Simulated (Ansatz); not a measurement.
Computed with B3LYP-D3(BJ)/def2-TZVP (Ansatz, a first-principles code). No frequencies were computed at this level.

Ansatz 0.2 input:
```yaml
crystal:
  periodic: [false, false, false]
  atoms:
    - { symbol: N, position_ang: [2.191371, -0.763957, 0.680341] }
    - { symbol: C, position_ang: [1.32622, -0.09704, 0.091074] }
    - { symbol: Si, position_ang: [-0.303734, 0.571146, 0.398091] }
    - { symbol: N, position_ang: [-1.750448, -0.069151, -0.261263] }
    - { symbol: H, position_ang: [3.058027, -0.95095, 0.178276] }
    - { symbol: H, position_ang: [-0.414763, 2.011735, 0.226645] }
    - { symbol: H, position_ang: [-1.92775, -1.05957, -0.244313] }
    - { symbol: H, position_ang: [-2.178921, 0.357788, -1.06885] }
basis:
  gaussian: { orbitals: def2-tzvp }
hamiltonian:
  xc: b3lyp
  dispersion: d3bj
relax:
  max_steps: 150
```

Output:

```
Functional definition: B3LYP
927 factors; their error is unknown
mean field evaluation 1: about -11946.4646 eV, gradient 8.2e1 eV
mean field evaluation 2: about -11911.6874 eV, gradient 1.4e2 eV
mean field evaluation 4: about -11959.8478 eV, gradient 1.6e1 eV
mean field evaluation 8: about -11960.4155 eV, gradient 1.6e-1 eV
mean field evaluation 16: about -11960.4449 eV, gradient 4.5e-4 eV
mean field -11960.44491591 eV, -439.5382435791 hartree, gradient 4.4e-5 eV, S^2 0.000000; 0 other end points of the search recorded, 0 dependent functions left out
reference -11960.44515853 eV, -439.5382524950 hartree; 19, 19 occupied and 135, 135 virtual orbitals, 927 factors
relax step   1: F+E_penalty+E_count = -11960.72297488 eV  Δ(F+E_penalty+E_count) = +0.000e0 eV  max|allowed force component| = 8.321e-1 eV/Å  Δτ_max = 0.0000 Å  (30 SCF iters, accepted)
these checks for a lower state are left out or cut short: starts, cluster_reference, orbital_swaps, neighbouring_geometries, increment
927 factors; their error is unknown
mean field -11960.56780753 eV, -439.5427597626 hartree, gradient 2.2e-5 eV, S^2 0.000000; 0 other end points of the search recorded, 0 dependent functions left out
reference -11960.56805037 eV, -439.5427686867 hartree; 19, 19 occupied and 135, 135 virtual orbitals, 927 factors
relax step   2: F+E_penalty+E_count = -11960.84628334 eV  Δ(F+E_penalty+E_count) = -1.233e-1 eV  max|allowed force component| = 9.668e-1 eV/Å  Δτ_max = 0.1142 Å  (34 SCF iters, accepted)
these checks for a lower state are left out or cut short: starts, cluster_reference, orbital_swaps, neighbouring_geometries, increment
927 factors; their error is unknown
mean field evaluation 32: about -11960.6225 eV, gradient 4.3e-3 eV
mean field -11960.62252422 eV, -439.5447705638 hartree, gradient 1.4e-5 eV, S^2 0.000000; 0 other end points of the search recorded, 0 dependent functions left out
reference -11960.62276398 eV, -439.5447793749 hartree; 19, 19 occupied and 135, 135 virtual orbitals, 927 factors
relax step   3: F+E_penalty+E_count = -11960.90166986 eV  Δ(F+E_penalty+E_count) = -5.539e-2 eV  max|allowed force component| = 7.455e-1 eV/Å  Δτ_max = 0.1918 Å  (39 SCF iters, accepted)
these checks for a lower state are left out or cut short: starts, cluster_reference, orbital_swaps, neighbouring_geometries, increment
927 factors; their error is unknown
mean field -11960.59192647 eV, -439.5436461174 hartree, gradient 8.9e-5 eV, S^2 0.000000; 0 other end points of the search recorded, 0 dependent functions left out
reference -11960.59216827 eV, -439.5436550034 hartree; 19, 19 occupied and 135, 135 virtual orbitals, 927 factors
relax step   4: F+E_penalty+E_count = -11960.87104048 eV  Δ(F+E_penalty+E_count) = +3.063e-2 eV  max|allowed force component| = 1.573e0 eV/Å  Δτ_max = 0.1458 Å  (33 SCF iters, rejected (line search))
these checks for a lower state are left out or cut short: starts, cluster_reference, orbital_swaps, neighbouring_geometries, increment
927 factors; their error is unknown
mean field -11960.65035549 eV, -439.5457933442 hartree, gradient 1.9e-5 eV, S^2 0.000000; 0 other end points of the search recorded, 0 dependent functions left out
reference -11960.65059534 eV, -439.5458021584 hartree; 19, 19 occupied and 135, 135 virtual orbitals, 927 factors
relax step   5: F+E_penalty+E_count = -11960.93057614 eV  Δ(F+E_penalty+E_count) = -2.891e-2 eV  max|allowed force component| = 5.761e-1 eV/Å  Δτ_max = 0.0729 Å  (35 SCF iters, accepted)
these checks for a lower state are left out or cut short: starts, cluster_reference, orbital_swaps, neighbouring_geometries, increment
927 factors; their error is unknown
mean field -11960.67099447 eV, -439.5465518129 hartree, gradient 2.0e-5 eV, S^2 0.000000; 0 other end points of the search recorded, 0 dependent functions left out
reference -11960.67123469 eV, -439.5465606405 hartree; 19, 19 occupied and 135, 135 virtual orbitals, 927 factors
relax step   6: F+E_penalty+E_count = -11960.95055086 eV  Δ(F+E_penalty+E_count) = -1.997e-2 eV  max|allowed force component| = 3.178e-1 eV/Å  Δτ_max = 0.1000 Å  (33 SCF iters, accepted)
these checks for a lower state are left out or cut short: starts, cluster_reference, orbital_swaps, neighbouring_geometries, increment
927 factors; their error is unknown
mean field -11960.67958829 eV, -439.5468676300 hartree, gradient 1.6e-5 eV, S^2 0.000000; 0 other end points of the search recorded, 0 dependent functions left out
reference -11960.67982933 eV, -439.5468764879 hartree; 19, 19 occupied and 135, 135 virtual orbitals, 927 factors
relax step   7: F+E_penalty+E_count = -11960.95875464 eV  Δ(F+E_penalty+E_count) = -8.204e-3 eV  max|allowed force component| = 1.337e-1 eV/Å  Δτ_max = 0.0669 Å  (34 SCF iters, accepted)
these checks for a lower state are left out or cut short: starts, cluster_reference, orbital_swaps, neighbouring_geometries, increment
927 factors; their error is unknown
mean field evaluation 64: about -11960.6398 eV, gradient 2.0e-1 eV
mean field -11960.67013410 eV, -439.5465201949 hartree, gradient 2.4e-5 eV, S^2 0.000000; 0 other end points of the search recorded, 0 dependent functions left out
reference -11960.67037494 eV, -439.5465290456 hartree; 19, 19 occupied and 135, 135 virtual orbitals, 927 factors
relax step   8: F+E_penalty+E_count = -11960.95040253 eV  Δ(F+E_penalty+E_count) = +8.352e-3 eV  max|allowed force component| = 3.081e-1 eV/Å  Δτ_max = 0.1713 Å  (33 SCF iters, rejected (line search))
these checks for a lower state are left out or cut short: starts, cluster_reference, orbital_swaps, neighbouring_geometries, increment
927 factors; their error is unknown
mean field -11960.67704581 eV, -439.5467741954 hartree, gradient 2.3e-5 eV, S^2 0.000000; 0 other end points of the search recorded, 0 dependent functions left out
reference -11960.67728715 eV, -439.5467830646 hartree; 19, 19 occupied and 135, 135 virtual orbitals, 927 factors
relax step   9: F+E_penalty+E_count = -11960.95719722 eV  Δ(F+E_penalty+E_count) = +1.557e-3 eV  max|allowed force component| = 2.698e-1 eV/Å  Δτ_max = 0.0856 Å  (34 SCF iters, rejected (line search))
these checks for a lower state are left out or cut short: starts, cluster_reference, orbital_swaps, neighbouring_geometries, increment
927 factors; their error is unknown
mean field -11960.68366534 eV, -439.5470174586 hartree, gradient 1.1e-5 eV, S^2 0.000000; 0 other end points of the search recorded, 0 dependent functions left out
reference -11960.68390651 eV, -439.5470263215 hartree; 19, 19 occupied and 135, 135 virtual orbitals, 927 factors
relax step  10: F+E_penalty+E_count = -11960.96328712 eV  Δ(F+E_penalty+E_count) = -4.532e-3 eV  max|allowed force component| = 4.279e-2 eV/Å  Δτ_max = 0.0418 Å  (35 SCF iters, accepted)
these checks for a lower state are left out or cut short: starts, cluster_reference, orbital_swaps, neighbouring_geometries, increment
927 factors; their error is unknown
mean field -11960.68434921 eV, -439.5470425903 hartree, gradient 1.7e-5 eV, S^2 0.000000; 0 other end points of the search recorded, 0 dependent functions left out
reference -11960.68459106 eV, -439.5470514784 hartree; 19, 19 occupied and 135, 135 virtual orbitals, 927 factors
relax step  11: F+E_penalty+E_count = -11960.96368787 eV  Δ(F+E_penalty+E_count) = -4.008e-4 eV  max|allowed force component| = 9.511e-2 eV/Å  Δτ_max = 0.0743 Å  (34 SCF iters, accepted)
these checks for a lower state are left out or cut short: starts, cluster_reference, orbital_swaps, neighbouring_geometries, increment
927 factors; their error is unknown
mean field evaluation 96: about -11960.6849 eV, gradient 2.5e-5 eV
mean field -11960.68487664 eV, -439.5470619731 hartree, gradient 2.5e-5 eV, S^2 0.000000; 0 other end points of the search recorded, 0 dependent functions left out
reference -11960.68511823 eV, -439.5470708515 hartree; 19, 19 occupied and 135, 135 virtual orbitals, 927 factors
relax step  12: F+E_penalty+E_count = -11960.96428208 eV  Δ(F+E_penalty+E_count) = -5.942e-4 eV  max|allowed force component| = 5.580e-2 eV/Å  Δτ_max = 0.0184 Å  (33 SCF iters, accepted)
these checks for a lower state are left out or cut short: starts, cluster_reference, orbital_swaps, neighbouring_geometries, increment
927 factors; their error is unknown
mean field -11960.68499801 eV, -439.5470664335 hartree, gradient 1.1e-5 eV, S^2 0.000000; 0 other end points of the search recorded, 0 dependent functions left out
reference -11960.68523963 eV, -439.5470753129 hartree; 19, 19 occupied and 135, 135 virtual orbitals, 927 factors
relax step  13: F+E_penalty+E_count = -11960.96448871 eV  Δ(F+E_penalty+E_count) = -2.066e-4 eV  max|allowed force component| = 2.197e-2 eV/Å  Δτ_max = 0.0127 Å  (36 SCF iters, accepted)
these checks for a lower state are left out or cut short: starts, cluster_reference, orbital_swaps, neighbouring_geometries, increment
927 factors; their error is unknown
mean field -11960.68499975 eV, -439.5470664974 hartree, gradient 2.5e-5 eV, S^2 0.000000; 0 other end points of the search recorded, 0 dependent functions left out
reference -11960.68524138 eV, -439.5470753771 hartree; 19, 19 occupied and 135, 135 virtual orbitals, 927 factors
relax step  14: F+E_penalty+E_count = -11960.96449529 eV  Δ(F+E_penalty+E_count) = -6.581e-6 eV  max|allowed force component| = 2.660e-2 eV/Å  Δτ_max = 0.0049 Å  (34 SCF iters, accepted)
these checks for a lower state are left out or cut short: starts, cluster_reference, orbital_swaps, neighbouring_geometries, increment
927 factors; their error is unknown
mean field -11960.68510069 eV, -439.5470702068 hartree, gradient 2.5e-5 eV, S^2 0.000000; 0 other end points of the search recorded, 0 dependent functions left out
reference -11960.68534235 eV, -439.5470790876 hartree; 19, 19 occupied and 135, 135 virtual orbitals, 927 factors
relax step  15: F+E_penalty+E_count = -11960.96455311 eV  Δ(F+E_penalty+E_count) = -5.781e-5 eV  max|allowed force component| = 1.130e-2 eV/Å  Δτ_max = 0.0030 Å  (35 SCF iters, accepted)
these checks for a lower state are left out or cut short: starts, cluster_reference, orbital_swaps, neighbouring_geometries, increment
927 factors; their error is unknown
mean field -11960.68513915 eV, -439.5470716203 hartree, gradient 2.5e-5 eV, S^2 0.000000; 0 other end points of the search recorded, 0 dependent functions left out
reference -11960.68538082 eV, -439.5470805016 hartree; 19, 19 occupied and 135, 135 virtual orbitals, 927 factors
relax step  16: F+E_penalty+E_count = -11960.96457317 eV  Δ(F+E_penalty+E_count) = -2.006e-5 eV  max|allowed force component| = 1.364e-2 eV/Å  Δτ_max = 0.0011 Å  (35 SCF iters, accepted)
these checks for a lower state are left out or cut short: starts, cluster_reference, orbital_swaps, neighbouring_geometries, increment
927 factors; their error is unknown
mean field evaluation 128: about -11960.6851 eV, gradient 2.8e-1 eV
mean field -11960.68515716 eV, -439.5470722819 hartree, gradient 2.5e-5 eV, S^2 0.000000; 0 other end points of the search recorded, 0 dependent functions left out
reference -11960.68539885 eV, -439.5470811638 hartree; 19, 19 occupied and 135, 135 virtual orbitals, 927 factors
relax step  17: F+E_penalty+E_count = -11960.96459307 eV  Δ(F+E_penalty+E_count) = -1.990e-5 eV  max|allowed force component| = 9.353e-3 eV/Å  Δτ_max = 0.0024 Å  (35 SCF iters, accepted)
927 factors; their error is unknown
mean field -11960.68515716 eV, -439.5470722819 hartree, gradient 6.9e-5 eV, S^2 0.000000; 1 other end points of the search recorded, 0 dependent functions left out
reference -11960.68539885 eV, -439.5470811638 hartree; 19, 19 occupied and 135, 135 virtual orbitals, 927 factors
Total energy: -11960.96483476 eV, -439.5573502442 hartree
Atom 0 at     2.186143    -0.738885     0.557622 Å, force    -0.009353     0.006175    -0.003799 eV/Å
Atom 1 at     1.194900    -0.103682     0.309799 Å, force     0.009023    -0.005526     0.003802 eV/Å
Atom 2 at    -0.470701     0.585076     0.683107 Å, force     0.003427     0.002690     0.002303 eV/Å
Atom 3 at    -1.671945    -0.100495    -0.345903 Å, force    -0.003877    -0.003740    -0.002364 eV/Å
Atom 4 at     2.974469    -0.826512    -0.078506 Å, force     0.000555    -0.000976     0.000348 eV/Å
Atom 5 at    -0.250653     1.997485     0.268661 Å, force     0.000542     0.001771    -0.000086 eV/Å
Atom 6 at    -2.176472    -0.925743    -0.071316 Å, force    -0.000304    -0.000082    -0.002233 eV/Å
Atom 7 at    -1.785738     0.112758    -1.323464 Å, force    -0.000014    -0.000313     0.002028 eV/Å
Dipole moment:     0.182275    -0.214329    -0.429286 e Å
```

Cost: very roughly 80 core-seconds.
